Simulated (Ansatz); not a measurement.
Mulliken charges of C₂H₅BO, SMILES `BC(=C)O` from r2SCAN/def2-TZVPP in Ansatz (PBE0-D4/def2-TZVP geometry).

```tsv
atom	x (Å)	y (Å)	z (Å)	charge (e)
B1	0.225	1.243	0.119	-0.060
C2	-0.089	-0.258	0.153	0.147
C3	0.096	-1.009	-0.947	-0.169
O4	-0.555	-0.863	1.284	-0.314
H5	0.631	1.738	-0.887	0.003
H6	0.062	1.917	1.099	-0.015
H7	-0.114	-2.073	-0.961	0.085
H8	0.465	-0.543	-1.849	0.104
H9	-0.632	-0.198	1.973	0.219
```

Task: By hand: the dipole of these point charges (1 e Å = 4.8032 D).

Result: Σ q r = (0.033, 0.029, -0.089) e Å, of length 0.099 e Å = 0.48 D.

Task: How does the dipole of the full density compare? (Best estimate.)

Result: Ansatz gave: (0.001, 0.080, 0.048) e Å, 0.45 D; the point charges give 1.07 times that, at 102° from its direction.

Point charges leave out the atoms' own dipoles, such as those of lone pairs, and Mulliken's split depends on the basis, so the two needn't agree.
